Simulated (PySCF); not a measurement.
A series of related compounds: SMILES C(CC/P=C(\C)[SiH3])(F)(F)F, C5H10F3PSi; `FC(CC/P=C/C)(F)F`, C5H8F3P; `InChI=1S/C5H7F4P/c1-4(6)10-3-2-5(7,8)9/h2-3H2,1H3`; `CC(C)=PCCC(F)(F)F`, C6H10F3P; SMILES F/C([SiH3])=P/CCC(F)(F)F, C4H7F4PSi.

A single conformation, fast rotation and ring inversion assumed for equivalent nuclei, non-relativistic Hamiltonian, no solvent. Structure optimised with GFN2-xTB; shielding tensors at PBE0/pcSseg-1 (GIAO); PySCF 2.14.

Chemical shifts δ = σref − σ; ³¹P against H3PO4, all at this level.

Problem. How does the ³¹P shift change along the series?

Solution. 
```tsv
compound	change	δ (ppm)	HOMO–LUMO gap (eV)
C/C([SiH3])=P\CCC(F)(F)F	base	357.5	5.41
C/C=P/CCC(F)(F)F	SiH3 replaced by H	291.8	5.62
C/C(F)=P/CCC(F)(F)F	SiH3 replaced by F	153.7	5.61
CC(C)=PCCC(F)(F)F	SiH3 replaced by CH3	250.7	5.45
F/C([SiH3])=P/CCC(F)(F)F	CH3 replaced by F	289.9	5.32
```
